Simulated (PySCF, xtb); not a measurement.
CF, SMILES [C]F (connectivity only; charge and spin as stated), charge +1, multiplicity 1.

Harmonic wavenumbers (cm⁻¹) from GFN2-xTB (xtb) at its own minimum, in rising order: 2020.

What does PBE-D3(BJ)/def2-TZVPD (PySCF) give at its own minimum? (An estimate is asked for; the answer gives what the named calculation found.)

1702. Paired by order, the mean absolute difference is 318 cm⁻¹ and the zero-point energies are 2.9 and 2.4 kcal/mol.
